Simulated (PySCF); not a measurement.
**TDDFT excited states: C4H11NSi**

C₄H₁₁NSi.
SMILES: `CN(C)[SiH]1CC1`

Level of theory: PySCF, TDDFT B3LYP/def2-SVPD, vertical, gas phase, core orbitals frozen in the response. The structure is a single PBE0-D3(BJ)/def2-SVP conformer in the gas phase; no vibrational or solvent corrections. Torsions of this conformer, `[CH3:1][N:2]([CH3:3])[SiH:4]1[CH2:5][CH2:6]1`: C1–N2–Si4–C5 124°.

| state | E (eV) | λ (nm) | f | \|μ\| (D) | main configurations (H = HOMO, L = LUMO) |
| --- | --- | --- | --- | --- | --- |
| S1 | 5.56 | 223.0 | 0.0000 | 0.04 | H→L (98%) |
| S2 | 5.59 | 221.8 | 0.015 | 0.85 | H→L+1 (97%) |
| S3 | 6.09 | 203.5 | 0.0073 | 0.56 | H-1→L+1 (94%) |
| S4 | 6.16 | 201.4 | 0.066 | 1.69 | H→L+2 (36%), H→L+3 (32%), H-1→L (25%) |
| S5 | 6.26 | 198.2 | 0.062 | 1.61 | H-1→L (54%), H→L+2 (39%) |
| S6 | 6.37 | 194.6 | 0.014 | 0.75 | H-1→L+2 (97%) |
| S7 | 6.46 | 192.0 | 0.125 | 2.26 | H→L+3 (63%), H-1→L (15%), H→L+2 (12%) |
| S8 | 6.62 | 187.2 | 0.036 | 1.19 | H→L+4 (87%), H→L+2 (10%) |
| S9 | 6.66 | 186.1 | 0.0043 | 0.41 | H-1→L+3 (90%) |
| S10 | 6.76 | 183.3 | 0.0004 | 0.13 | H-1→L+4 (87%) |

Triplets (Tamm–Dancoff): T1 5.20 eV, H-1→L (87%); T2 5.44 eV, H→L (84%); T3 5.44 eV, H→L+1 (75%), H→L+2 (9%), H→L (8%); T4 5.80 eV, H→L+2 (40%), H→L+3 (40%), H→L+1 (16%).

The lowest singlet comes at 223 nm (536 kJ/mol) in the ultraviolet; it is dark (f under 0.0005); its leading configuration is HOMO→LUMO (98%). The strongest level in the table is S7 at 6.46 eV (192 nm, f = 0.125). Löwdin shares by element: HOMO nitrogen 53%, carbon 17% or more, silicon 7% (atoms not listed hold the other 23%); LUMO (one of a set within 0.03 eV) silicon 25%, carbon 18% or more, hydrogen 11% or more (atoms not listed hold the other 46%). Orbital energies (eV): HOMO-3 -9.61, HOMO-2 -8.15, HOMO-1 -6.46, HOMO -6.16, LUMO 0.40, LUMO+1 0.41, LUMO+2 0.93. The listed states span 1.20 eV, and the widest gap between neighbours is 0.50 eV (S2 to S3). Of the 10 states listed, 6 reach f = 0.01 and 2 stay under 0.0005. No computed singlet lies in the visible range (380 to 750 nm); the lowest, at 223 nm, stands 2.30 eV above its violet end (3.26 eV). The vertical ionisation energy (ΔSCF) is 8.24 eV, 1.47 eV above S10. Singlets were solved by full linear response, triplets in the Tamm–Dancoff approximation.
